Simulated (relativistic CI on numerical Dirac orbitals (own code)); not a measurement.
# Slater and spin-orbit integrals, Dy¹⁹⁺

Calculated at this level of theory: Dirac-Coulomb-Breit CI, KLI orbitals optimised for each configuration, model QED, unscaled Slater integrals (own radial code, finite nucleus).

Slater integrals F^k, G^k are unscaled and averaged over j, outside the closed core [Ar] 3d10; ζ comes from projecting the Hamiltonian with its Breit term on Σ l·s of the shell.

- 4s2 4p6 4d10 4f: ζ(4f) = 3300.8 cm⁻¹; <r>(4f) = 0.5661, <r^2>(4f) = 0.3707 (bohr units).
- 4s2 4p6 4d10 5p: ζ(5p) = 67902 cm⁻¹; <r>(5p) = 1.038, <r^2>(5p) = 1.203 (bohr units).
- 4s2 4p6 4d9 4f2: ζ(4d) = 25243, F^2(4f,4f) = 181980, F^4(4f,4f) = 117800, F^6(4f,4f) = 85875, F^2(4d,4f) = 176780, F^4(4d,4f) = 115410, G^1(4d,4f) = 198580, G^3(4d,4f) = 131160, G^5(4d,4f) = 94682, ζ(4f) = 3267.3 cm⁻¹; <r>(4d) = 0.557, <r^2>(4d) = 0.3553, <r>(4f) = 0.5665, <r^2>(4f) = 0.3713 (bohr units).

Averages of the first 10 configurations, taken without configuration mixing, which lowers the lowest level and can move excited configurations by several eV; other configurations of the list can lie among them:

```csv
Configuration,Parity,States,Average energy above the lowest level (eV)
4s2 4p6 4d10 4f,odd,14,1.0
4s2 4p6 4d10 5s,even,2,44.2
4s2 4p6 4d10 5p,odd,6,84.3
4s2 4p6 4d9 4f2,even,910,163.4
4s2 4p6 4d10 5d,even,10,141.0
4s2 4p6 4d9 5s2,even,10,255.8
4s2 4p5 4d10 4f2,odd,546,322.9
4s2 4p6 4d10 5f,odd,14,201.6
4s2 4p6 4d9 4f 5s,odd,280,205.7
4s2 4p6 4d9 5s 5p,odd,120,293.5
```
